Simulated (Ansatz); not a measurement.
Abridged output of a molecular run in Ansatz:

```
Functional definition: HF
1739 factors; integrals over basis functions are off by at most 1.0e-3 eV
mean field evaluation 1: about -63050.6392 eV, gradient 3.5e1 eV
mean field evaluation 2: about -63050.8735 eV, gradient 3.5e1 eV
mean field evaluation 4: about -63054.6865 eV, gradient 4.9e0 eV
mean field evaluation 8: about -63054.7806 eV, gradient 3.5e-1 eV
mean field evaluation 16: about -63054.7812 eV, gradient 2.7e-6 eV
mean field -63054.78123996 eV, -2317.2204705028 hartree, gradient 2.6e-6 eV, S^2 0.000000; 0 other end points of the search recorded, 0 dependent functions left out
17 core orbitals not correlated: weight in the atoms' cores, before any rotation towards them, 1.000 or more for the frozen orbitals, at most 0.000 for the correlated occupied ones
reference -63054.78123996 eV, -2317.2204705028 hartree; 18, 18 occupied and 260, 260 virtual orbitals, 1739 factors
second order -21.77982337 eV of doubles, -0.00000000 eV of singles
cycle   1  -22.19304958 eV  change   -4.1e-1 eV  update   1.3e-1
cycle   2  -22.93302830 eV  change   -7.4e-1 eV  update   3.8e-2
cycle   3  -23.06867597 eV  change   -1.4e-1 eV  update   2.1e-2
cycle   4  -23.05647730 eV  change    1.2e-2 eV  update   6.2e-3
cycle   5  -23.05573782 eV  change    7.4e-4 eV  update   4.1e-3
cycle   6  -23.05519108 eV  change    5.5e-4 eV  update   1.6e-3
cycle   7  -23.05498224 eV  change    2.1e-4 eV  update   8.1e-4
cycle   8  -23.05505260 eV  change   -7.0e-5 eV  update   2.1e-4
cycle   9  -23.05513930 eV  change   -8.7e-5 eV  update   6.9e-5
cycle  10  -23.05511523 eV  change    2.4e-5 eV  update   2.4e-5
perturbative correction -1.04943277 eV, -0.0385659431 hartree
Total energy: -63078.88578796 eV, -2318.1062963031 hartree
```

Its atoms:

```xyz
13

B    -1.595    0.865   -1.330
Si   -0.043    0.388   -0.246
Ga    2.017    1.447    0.212
C    -0.551   -0.877    1.146
C     0.047   -1.544   -0.007
H    -1.682    1.875   -1.962
H    -2.512    0.093   -1.359
H     3.022    0.696    1.166
H     2.425    2.842   -0.381
H    -1.620   -0.957    1.299
H     0.033   -0.794    2.056
H    -0.594   -2.101   -0.679
H     1.055   -1.933    0.085
```

Q: Which basis set was used?
A. def2-TZVPPD
B. cc-pV(D+d)Z
C. def2-QZVPP
D. def2-TZVPP

A: D. It gives 295 functions.

Q: Write the keys of the input that set method, charge and spin (a neutral closed shell needs none for the last two).

A: 
```yaml
correlation: {method: ccsd_t}
```
